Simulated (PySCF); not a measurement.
Screening by computed properties: pick the candidate that meets the target.

All species are isolated and taken at one optimised geometry, non-relativistic unless stated. Electronic properties by PySCF.

Dipoles, sizes and rotational constants follow the conformer. The torsions of the flexible species, by atom-mapped SMILES:
- `[CH2:1][C:2]#[C:3][CH2:4][NH2:5]`: H–N5–C4–C3 57°, H–N5–C4–C3 -61°
- `[CH3:1][NH:2][SiH2:3][Si@@:4]([CH3:5])([NH:6])[F:7]`: C1–N2–Si3–Si4 -57°, N2–Si3–Si4–C5 -157°, H–N6–Si4–Si3 96°
- `[H]/[N:5]=[CH:4]\[C:2]([CH2:1])=[CH2:3]`: C1–C2–C4–N5 -23°
- `[CH3:1][CH2:2][CH2:3][CH:4][C:5](=[O:6])[O:7][CH3:8]`: C1–C2–C3–C4 179°, C2–C3–C4–C5 105°, C3–C4–C5–O6 3°, C4–C5–O7–C8 179°
- `[CH3:1][CH2:2][C@@H:3]1[CH2:4][O:5][C@H:6]1[CH:7][OH:8]`: C1–C2–C3–C4 171°, O5–C6–C7–O8 24°, H–O8–C7–C6 -17°

(1) Wanted: smallest rotational constant above 1.6 GHz (GFN2-xTB) and isotropic g value below 2.0026 (unrestricted B3LYP/pcH-1, mean-field spin–orbit), at GFN2-xTB geometries. Which candidate meets both?
A. `CC[C@H]1[C@@H](OC1)[CH]O` [radical]
B. `C(N)C#C[CH2]` [radical]
C. `C=C([CH2])/C=N\[H]` [radical]
D. `CCC[CH]C(=O)OC` [radical]
E. `N(C)[SiH2][Si@]([NH])(C)F` [radical]

Results:

(1) C. Computed values:
```
                            species  smallest rotational constant  isotropic g value
           CCC[CH]C(=O)OC [radical]                     0.775 GHz            2.00365
N(C)[SiH2][Si@]([NH])(C)F [radical]                     1.023 GHz            2.00463
 CC[C@H]1[C@@H](OC1)[CH]O [radical]                     1.126 GHz            2.00315
             C(N)C#C[CH2] [radical]                     2.168 GHz            2.00268
       C=C([CH2])/C=N\[H] [radical]                     3.028 GHz            2.00256
```
